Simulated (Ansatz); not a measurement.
Geometry optimisation, RKS B3LYP-D4/def2-mTZVP in Ansatz 0.2.0.

The input (input.yaml):

```yaml
crystal:
  periodic: [false, false, false]
  atoms:
    - { symbol: "N", position_ang: [-1.37765, -0.05247, -1.16039] }
    - { symbol: Zn, position_ang: [-0.11699, -0.03722, 0.17702] }
    - { symbol: "N", position_ang: [1.6079, -0.02733, 0.81216] }
    - { symbol: H, position_ang: [-2.08944, -0.76921, -1.14851] }
    - { symbol: H, position_ang: [-1.86165, 0.81569, -1.3445] }
    - { symbol: H, position_ang: [1.89439, -0.7631, 1.44279] }
    - { symbol: H, position_ang: [1.94343, 0.83365, 1.22143] }
basis:
  gaussian: { orbitals: def2-mTZVP }
hamiltonian:
  xc: b3lyp
  dispersion: d4
relax:
  f_tol: 0.015
  max_steps: 40
```

Launched with:

```bash
$ ansatz run input.yaml --threads 1 --pin off --max-ram 2048MiB --backend cpu --events-out ev --progress --plain --runs-dir out
```

Q: Where does it end, and by what steps?

A: It converged. After 7 steps the energy has fallen by 0.162 eV; H7 moved furthest, 0.67 Å.

```
step  energy less start (eV)  largest force component (eV/Å)  accepted
   0                  0.0000                           0.490       yes
   1                 -0.0779                           0.264       yes
   2                 -0.0977                           0.228       yes
   3                 -0.1283                           0.203       yes
   4                 -0.1455                           0.171       yes
   5                 -0.1603                           0.066       yes
   6                 -0.1618                           0.023       yes
   7                 -0.1618                           0.013       yes
```

```xyz
7
Properties=species:S:1:pos:R:3
N -1.446 -0.188 -1.108
Zn 0.026 -0.008 -0.039
N 1.613 0.137 0.857
H -2.326 -0.399 -0.650
H -1.616 0.552 -1.781
H 2.152 -0.714 0.974
H 1.598 0.620 1.748
```

Whether the end is a true minimum wasn't checked by a vibrational analysis.

Time of the run: 21 s on 1 CPU thread of a shared host.
